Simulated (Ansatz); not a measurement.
CH5FSSi (`FCS[SiH3]`). The species carries charge 0 and has multiplicity 1.

```xyz
9

F    -1.4265    1.0375   -1.1358
C    -0.7944   -0.1720   -1.2882
S     0.9652   -0.0882   -0.9099
Si    0.8593    0.1263    1.2162
H    -1.2917   -0.8988   -0.6427
H    -0.8723   -0.4762   -2.3337
H     2.2343   -0.1234    1.7114
H     0.4149    1.4797    1.6289
H    -0.0888   -0.8849    1.7539
```

Question: List the harmonic frequencies (cm⁻¹, unscaled) at PBE0-D4/def2-TZVP in Ansatz. (Best estimate.)

Answer: Computed: 70, 107, 189, 381, 506, 617, 629, 744, 905, 929, 953, 965, 1061, 1257, 1351, 1479, 2220, 2243, 2252, 3071, 3137.

Question: Is this a minimum?

Answer: Yes, all 21 modes are real.

Question: Give the ideal-gas thermochemistry at 298.15 K and 1 bar (rigid rotor, harmonic oscillator; point group C1, symmetry number 1).

Answer: Zero-point energy 149.9 kJ/mol; H(298) − E = 168.5 kJ/mol; entropy 331.1 J/(mol·K), of which translation 165.8, rotation 110.4, vibration 54.9; G(298) − E = 69.7 kJ/mol. Modes under 100 cm⁻¹ are hindered rotations or soft bends, so the harmonic entropy is rough.

Question: And at 400, 500, 600, 800 and 1000 K?

Answer: 
```csv
T (K),H − E (kJ/mol),S (J/mol/K),G − E (kJ/mol)
400,178.6,360.4,34.5
500,190.3,386.3,-2.9
600,203.3,409.9,-42.7
800,232.3,451.5,-129.0
1000,264.3,487.2,-222.9
```
